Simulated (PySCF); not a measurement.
**Nuclear quadrupole coupling in `CC/C(C)=C(\CC)C(=O)F`**

C₈H₁₃FO.
Geometry (GFN2-xTB, Å), atoms numbered from 1 in this order:
```
atom  x, y, z in Å
C1    -2.3366    0.8684   -0.7565
C2    -1.4525    0.5219    0.4460
C3    -0.5134   -0.5959    0.0989
C4    -1.1186   -1.9593    0.1422
C5     0.7735   -0.3773   -0.2597
C6     1.4087    0.9902   -0.3298
C7     2.0953    1.3425    0.9914
C8     1.6376   -1.5119   -0.5392
O9     1.4077   -2.6792   -0.5541
F10    2.9305   -1.1257   -0.8167
H11   -3.0356    1.6580   -0.4921
H12   -1.7272    1.2078   -1.5906
H13   -2.9033   -0.0014   -1.0790
H14   -2.0897    0.2003    1.2725
H15   -0.9151    1.4117    0.7686
H16   -0.5842   -2.5918    0.8501
H17   -2.1658   -1.9116    0.4289
H18   -1.0321   -2.4515   -0.8254
H19    0.6603    1.7434   -0.5725
H20    2.1529    1.0015   -1.1274
H21    2.8832    0.6261    1.2098
H22    1.3808    1.3274    1.8120
H23    2.5388    2.3333    0.9325
```

Field gradients from the PBE0/pcSseg-1 density (PySCF, non-relativistic), principal values in atomic units, ordered |Vxx| ≤ |Vyy| ≤ |Vzz|:

```csv
atom,Vxx,Vyy,Vzz
O9,0.5608,0.9937,-1.5545
```

**Question.** Find the asymmetry η = (Vxx − Vyy)/Vzz and the couplings χ = eQV/h (234.96 MHz × Q in barn × V in au), with Q(17O) = −0.0256 b.

**Answer.** 
| atom | environment | nucleus | η | χzz (MHz) | χxx (MHz) | χyy (MHz) |
| --- | --- | --- | --- | --- | --- | --- |
| O9 | carbonyl oxygen | 17O | 0.28 | 9.35 | -3.37 | -5.98 |

**Question.** What is Vzz at O9 in SI units (1 au = 9.71736 × 10²¹ V/m²)?

**Answer.** -1.5545 au = -15.106 × 10²¹ V/m².

**Question.** What couplings would deuterons (Q(2H) = 0.00286 b) have in place of the hydrogens, at this geometry?

**Answer.** 
```tsv
atom	bonded to	bond length (Å)	Vzz (au)	η	χzz (kHz)
H11	C1	1.087	0.3156	0.02	212
H12	C1	1.087	0.3135	0.03	211
H13	C1	1.087	0.3145	0.03	211
H14	C2	1.092	0.3014	0.02	203
H15	C2	1.088	0.3076	0.02	207
H16	C4	1.089	0.3092	0.04	208
H17	C4	1.087	0.3137	0.04	211
H18	C4	1.089	0.3093	0.04	208
H19	C6	1.089	0.3084	0.02	207
H20	C6	1.091	0.3003	0.04	202
H21	C7	1.087	0.3132	0.02	210
H22	C7	1.088	0.3141	0.03	211
H23	C7	1.087	0.3166	0.02	213
```

Geometry: GFN2-xTB, one conformer, isolated molecule. GFN2-xTB bond lengths can be off by several hundredths of an ångström, more for odd bonds, and the gradients follow them. The basis is small and wasn't made for field gradients, so the couplings can be 20 % off.

These values come from a run that also computed NMR shieldings. Rough CPU time on one thread of a shared machine: about 2.3 min.
